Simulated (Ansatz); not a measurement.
`[SiH3][CH]1[CH2][GaH]1`, relaxed with RKS PBE0-D4/def2-TZVP in Ansatz 0.2.0 from a PBE-D4/def2-SVP geometry. The force threshold is 0.005 eV/Å; the program also tests the step.

Total charge 0; spin multiplicity 1.

Start:

```xyz
11

Si   -0.001   -0.166   -1.380
C    -0.282    0.819    0.173
C    -0.854    0.133    1.246
Ga    1.204   -0.972    1.209
H    -1.280   -0.635   -2.028
H     0.590   -1.488   -0.792
H     0.910    0.454   -2.395
H     0.157    1.817    0.325
H    -1.482   -0.760    1.076
H    -0.980    0.603    2.237
H     2.017    0.195    0.329
```

```json
{"step": "1", "energy (eV)": "-62430.3849", "largest force (eV/Å)": "0.513", "largest move (Å)": "0.000"}
{"step": "2", "energy (eV)": "-62430.4267", "largest force (eV/Å)": "0.160", "largest move (Å)": "0.058"}
{"step": "3", "energy (eV)": "-62430.4314", "largest force (eV/Å)": "0.091", "largest move (Å)": "0.033"}
{"step": "4", "energy (eV)": "-62430.4334", "largest force (eV/Å)": "0.043", "largest move (Å)": "0.022"}
{"step": "5", "energy (eV)": "-62430.4343", "largest force (eV/Å)": "0.070", "largest move (Å)": "0.025"}
{"step": "6", "energy (eV)": "-62430.4356", "largest force (eV/Å)": "0.066", "largest move (Å)": "0.017"}
{"step": "7", "energy (eV)": "-62430.4359", "largest force (eV/Å)": "0.038", "largest move (Å)": "0.014"}
{"step": "8", "energy (eV)": "-62430.4360", "largest force (eV/Å)": "0.019", "largest move (Å)": "0.007"}
{"step": "9", "energy (eV)": "-62430.4360", "largest force (eV/Å)": "0.004", "largest move (Å)": "0.001"}
```

End:

```xyz
11

Si    0.008   -0.183   -1.362
C    -0.289    0.789    0.181
C    -0.869    0.147    1.242
Ga    1.245   -0.945    1.246
H    -1.256   -0.578   -2.043
H     0.559   -1.503   -0.822
H     0.928    0.454   -2.331
H     0.136    1.777    0.319
H    -1.441   -0.766    1.104
H    -0.992    0.625    2.209
H     1.972    0.183    0.256
```

Hardware: 4 threads of an Arm Neoverse V1 on a shared host. Wall time 36 s, peak host memory 0.54 GiB.
